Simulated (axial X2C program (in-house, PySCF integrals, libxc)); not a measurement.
Worked dissociation energy of AlMo: PBE, with spin–orbit coupling

Calculated with an axial X2C code built on PySCF integrals. Two-component (2c) means X2C with spin–orbit coupling and atomic mean-field two-electron Coulomb and Gaunt terms. Basis: Mo dyall-cv3z [11s12p9d5f3g], Al dyall-v3z [8s8p2d1f] (cores contracted in-house); Gaussian nuclei, density fitting, unrestricted open shells. Masses: Mo 97.905 u, Al 26.982 u.

Molecular state: Ω = 5/2 (⟨Sz⟩ = 2.50, ⟨Lz⟩ = 0.00 at PBE).

```
E(Mo) (2M_J = 6) : -4046.422120 hartree
E(Al) (2M_J = 1) : -242.649696 hartree
E(AlMo) at Re    : -4289.128130 hartree
ωe               : 234.0 cm⁻¹
```

(1) Work out De and D0.

The state is one determinant whose occupation by symmetry is held fixed; it was picked as the lowest of a PBE0 search that is not exhaustive. De is counted from the lowest determinant-based energies of the atoms at the same level, without counterpoise correction. Density functionals use the spin component along the axis (collinear). A 2c atom that is not at its ground J level misses part of its spin–orbit lowering, and De is too large by that part (0.04 eV or less for light atoms). This holds for PBE. Other states lie close and PBE0, whose exact exchange favours high spin, may order them wrongly; the determinant shown need not be the ground state. The nearest other 2c determinant of the search, Ω = 7/2, lies 0.37 eV up at the distance of the search. Without a current term, density functionals place determinants with orbital angular momentum somewhat too high. With several unpaired electrons one determinant need not be a pure state. This is the top spin component of a Σ state; components of lower Ω are not single determinants and can lie lower. The determinant is spin-polarised beyond a pure state at some levels (its spin-free form has ⟨S²⟩ too high), which makes Re and μ there less reliable.

Each atomic determinant is the lowest at this level and need not be a pure J level. Totals compare only within one Hamiltonian and basis.

Answers

(1) De = -4046.422120 + (-242.649696) − (-4289.128130) = 0.05631 hartree = 1.532 eV. The zero-point energy is ωe/2 = 117 cm⁻¹ = 0.015 eV, so D0 = 1.518 eV.
